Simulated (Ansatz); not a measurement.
`BC(B)=C` + `C=CC(=C)Cl` → `B/C=C(\Cl)C=C` + `BC=C`  (formal exchange of groups at a B–C bond)

Gas-phase electronic energies from Ansatz, PBE0-D4/def2-TZVP geometries. CBS: MP2 limit from def2 TZ/QZ plus the TZ coupled-cluster correction, frozen cores. Each species was taken in one conformer, which may not be the lowest.

`BC(B)=C`:

Cartesian coordinates in Å:
```
B -0.263 -0.286 -1.490
C -0.010 -0.008 0.012
B 1.082 0.939 0.564
C -0.803 -0.640 0.907
H 0.394 0.240 -2.341
H -1.136 -1.043 -1.813
H 1.195 1.083 1.751
H 1.820 1.534 -0.166
H -0.687 -0.496 1.980
H -1.593 -1.322 0.596
```

`C=CC(=C)Cl`:

```xyz
10

C     1.587    0.914   -0.193
C     0.334    0.640    0.155
C    -0.386   -0.593   -0.115
C    -1.644   -0.806    0.262
Cl    0.467   -1.833   -0.976
H     2.195    0.198   -0.733
H     2.034    1.867    0.057
H    -0.251    1.379    0.696
H    -2.177   -0.031    0.800
H    -2.159   -1.733    0.049
```

`B/C=C(\Cl)C=C`:

Cartesian coordinates in Å:
```
B 1.169 -0.943 -2.099
C 0.276 -0.859 -0.863
C 0.111 0.197 -0.034
Cl 0.949 1.683 -0.290
C -0.773 0.155 1.117
C -0.992 1.145 1.980
H 1.834 -0.016 -2.449
H 1.202 -1.960 -2.728
H -0.319 -1.724 -0.572
H -1.282 -0.796 1.244
H -0.500 2.105 1.882
H -1.674 1.011 2.811
```

`BC=C`:

```xyz
8

B     0.570    0.570    1.000
C     0.011   -0.545    0.106
C    -0.576   -0.250   -1.061
H     0.471    1.707    0.633
H     1.100    0.338    2.047
H     0.075   -1.593    0.391
H    -0.665    0.781   -1.391
H    -0.986   -1.008   -1.725
```

```tsv
species	HF/CBS(def2) energy (Eh)
`BC(B)=C`	-128.59670
`C=CC(=C)Cl`	-613.93198
`B/C=C(\Cl)C=C`	-639.19485
`BC=C`	-103.33556
```

Problem. Work out ΔE.

Solution. ΔE = (-639.19485) + (-103.33556) − (-128.59670) − (-613.93198) = -0.00173 Eh = -4.5 kJ/mol. CCSD(T)/CBS gives -13.1 kJ/mol.

Largest T1 diagnostic among the species: 0.011.

From PBE to PBE0 (25 % exact exchange), in def2-TZVPP and without D4, ΔE moves by +5.4 kJ/mol. In def2-TZVPP, CCSD(T) changes the Hartree–Fock value by −8.6 kJ/mol (the triples alone add −2.2 kJ/mol) and MP2 by −10.7 kJ/mol.
